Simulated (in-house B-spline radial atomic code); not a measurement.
Response of Xe⁸⁺ as one setting changes: the share of exact exchange in a PBE hybrid. A dash marks a strongly mixed or unbound state. Computed with an all-electron radial atomic-structure program (B-spline basis): linear response of the closed shell [Kr] 4d10 with the functional's adiabatic kernel; scalar-relativistic (spin-free one-electron X2C), finite nucleus, no spin-orbit coupling, no double excitations, S, P, D and F terms only; shells from n = 2 respond. Only terms of natural parity with L up to 3 were computed.

| share of exact exchange in a PBE hybrid | lowest 1P (eV) | lowest 3P, Tamm-Dancoff (eV) | minus highest occupied level (eV) | α (bohr³) |
| --- | --- | --- | --- | --- |
| 0 | 4d → 5p 72.08 | 4d → 5p 70.05 | 167.77 | 0.8559 |
| 0.1 | ? | ? | ? | ? |
| 0.2 | 4d → 5p 73.16 | 4d → 5p 71.08 | 170.68 | 0.8499 |
| 0.3 | 4d → 5p 73.69 | 4d → 5p 71.58 | 172.14 | 0.847 |
| 0.4 | 4d → 5p 74.23 | 4d → 5p 72.09 | 173.59 | 0.8441 |
| 0.5 | 4d → 5p 74.75 | 4d → 5p 72.59 | 175.05 | 0.8413 |
| 0.6 | 4d → 5p 75.28 | 4d → 5p 73.09 | 176.52 | 0.8385 |
| 0.7 | 4d → 5p 75.80 | 4d → 5p 73.58 | 177.98 | 0.8358 |
| 0.8 | ? | ? | ? | ? |
| 0.9 | 4d → 5p 76.83 | 4d → 5p 74.56 | 180.91 | 0.8304 |
| 1 | 4d → 5p 77.34 | 4d → 5p 75.04 | 182.38 | 0.8278 |

Q: What belongs in the row for 0.8?

A: lowest 1P (eV): 4d → 5p 76.31; lowest 3P, Tamm-Dancoff (eV): 4d → 5p 74.07; minus highest occupied level (eV): 179.45; α (bohr³): 0.833.

Q: What belongs in the row for 0.1?

A: lowest 1P (eV): 4d → 5p 72.62; lowest 3P, Tamm-Dancoff (eV): 4d → 5p 70.56; minus highest occupied level (eV): 169.22; α (bohr³): 0.8529.
